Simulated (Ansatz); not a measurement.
Geometry optimisation, RKS PBE/def2-SVP in Ansatz 0.2.0.

The input (input.yaml):

```yaml
crystal:
  periodic: [false, false, false]
  atoms:
    - { symbol: Mg, position_ang: [0.9644, -1.1977, 0.3819] }
    - { symbol: O, position_ang: [0.3847, -0.6382, -1.8966] }
    - { symbol: C, position_ang: [-0.1487, -2.588, 1.4513] }
    - { symbol: H, position_ang: [0.1982, 0.3084, -1.0639] }
    - { symbol: O, position_ang: [0.1849, 1.054, -0.0253] }
    - { symbol: Si, position_ang: [-0.2415, 2.5782, -0.2286] }
    - { symbol: H, position_ang: [0.8572, -0.2109, -2.6077] }
    - { symbol: H, position_ang: [-0.4309, -2.1575, 2.4071] }
    - { symbol: H, position_ang: [0.3535, -3.5361, 1.6066] }
    - { symbol: H, position_ang: [-1.0355, -2.7349, 0.8413] }
    - { symbol: H, position_ang: [-0.271, 3.2301, 1.0903] }
    - { symbol: H, position_ang: [0.7515, 3.2494, -1.0919] }
    - { symbol: H, position_ang: [-1.5668, 2.6432, -0.8646] }
basis:
  gaussian: { orbitals: def2-SVP }
hamiltonian:
  xc: pbe
relax:
  f_tol: 0.15
  max_steps: 25
  restrain:
    - { distance: [0, 4], at: 3.37, k: 30.0 }
    - { distance: [3, 1], at: 2.27, k: 30.0 }
    - { distance: [0, 1], at: 2.07, k: 30.0 }
    - { distance: [3, 4], at: 0.97, k: 30.0 }
output:
  orbitals: {}
```

Command:

```bash
$ ansatz run input.yaml --threads 2 --pin off --max-ram 3072MiB --backend cpu --events-out ev --progress --plain --runs-dir out
```

Where does it end, and by what steps?

It converged. The restraints hold the end off the free minimum. After 14 steps the energy has fallen by 0.547 eV (the restraints' own energy left out); Mg1 moved furthest, 1.11 Å. Parted: Mg1–O5. Joined: H4–O5.

| step | energy less start (eV) | largest force component (eV/Å) | accepted |
| --- | --- | --- | --- |
| 0 | 0.0000 | 4.291 | yes |
| 1 | 0.6568 | 7.266 | yes |
| 2 | 0.9893 | 6.950 | yes |
| 3 | 0.9379 | 4.943 | yes |
| 4 | 0.3539 | 3.179 | yes |
| 5 | -0.1652 | 1.644 | yes |
| 6 | -0.2995 | 1.697 | yes |
| 7 | -0.3943 | 1.651 | yes |
| 8 | -0.4776 | 1.618 | yes |
| 9 | -0.5323 | 1.642 | yes |
| 10 | -0.5386 | 1.694 | yes |
| 11 | -0.5231 | 1.581 | no |
| 12 | -0.5436 | 1.669 | yes |
| 13 | -0.5424 | 1.544 | yes |
| 14 | -0.5467 | 1.690 | yes |

```xyz
13
Properties=species:S:1:pos:R:3
Mg 0.301 -1.856 -0.213
O 0.632 -0.983 -1.995
C -0.182 -2.951 1.505
H 0.382 1.069 -1.087
O 0.215 1.506 -0.228
Si -0.372 3.081 -0.275
H 1.497 -1.080 -2.429
H -0.092 -2.330 2.421
H 0.486 -3.830 1.631
H -1.224 -3.332 1.461
H -0.449 3.536 1.152
H 0.548 3.998 -1.042
H -1.743 3.173 -0.899
```

Run time: 40 s on 2 threads of Arm Neoverse V1 (shared host), peak memory 0.16 GiB.
